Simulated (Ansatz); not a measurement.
Spectroscopic constants of Zr$_{2}$, closed-shell singlet (lowest of 2S+1 = 1, 3, 5, 7, 9 at CCSD(T)/def2-TZVPP on PBE0 minima; our sources give no spin for the ground state, which may be another). No spin–orbit coupling.

Seven points along R, fitted to fifth degree in 1/R; most abundant isotopes. Runs in def2 and cc sets follow the lowest solution found near the PBE0 minimum. The singlet is held restricted.

Correlated levels freeze the inner cores; with def2 sets outer-core shells near the valence are correlated too.

Codes used: Ansatz (a quantum-chemistry and plane-wave program) with Gaussian orbitals. Values without a source in brackets are computed. In def2 rows elements past Kr take small-core potentials, without spin–orbit coupling.

Q: What bond length and harmonic frequency does SVWN5/def2-TZVPP give?

A: r_e = 2.268 Å, ω_e = 376 cm⁻¹.

Q: What bond length and harmonic frequency does CAM-B3LYP/def2-TZVPP give?

A: r_e = 2.249 Å, ω_e = 393 cm⁻¹.

Q: What bond length and harmonic frequency does B2PLYP/def2-TZVPP give?

A: r_e = 2.338 Å, ω_e = 313 cm⁻¹.

Doubts at one or more of the structures used: a restricted determinant that unrestricted orbitals would lower (B2PLYP/def2-TZVPP).
